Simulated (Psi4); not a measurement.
strontium atom (Sr), singlet (core potentials on Sr). Base run: B3LYP/def2-TZVP run with Psi4 1.11.

Input for Psi4:
```
memory 2 GB

molecule mol {
0 1
Sr    0.000000    0.000000    0.000000
}

set {
  basis def2-tzvp
  reference rks
}

energy('b3lyp')
print_variables()
```

The base run was repeated with changes; each row names its change, and settings that it needs were set with it.

| change | ΔE vs base (µEh) | SCF cycles | grid points | basis functions |
|---|---|---|---|---|
| base | 0.0 | 8 | 20838 | 33 |
| dft_radial_points = 150 | -2.3 | 8 | 41368 | 33 |
| dft_radial_points = 99 | -1.9 | 8 | 27180 | 33 |
| level_shift = 0.3 | 0.0 | 8 | 20838 | 33 |
| scf_type = dfdirj+link | -2.3 | 8 | 20838 | 33 |
| df_basis_scf = def2-universal-jkfit | 0.0 | 8 | 20838 | 33 |
| dft_spherical_points = 590 | 0.0 | 8 | 40704 | 33 |
| scf_type = direct | 38.1 | 10 | 20838 | 33 |
| dft_spherical_points = 974 | 0.0 | 8 | 67176 | 33 |
| guess = core | 0.0 | 8 | 20838 | 33 |
| dft_basis_tolerance = 1e-8 | 0.0 | 8 | 19932 | 33 |
| d_convergence = 1e-8 | 0.0 | 9 | 20838 | 33 |
| scf_type = cd | 49.2 | 8 | 20838 | 33 |
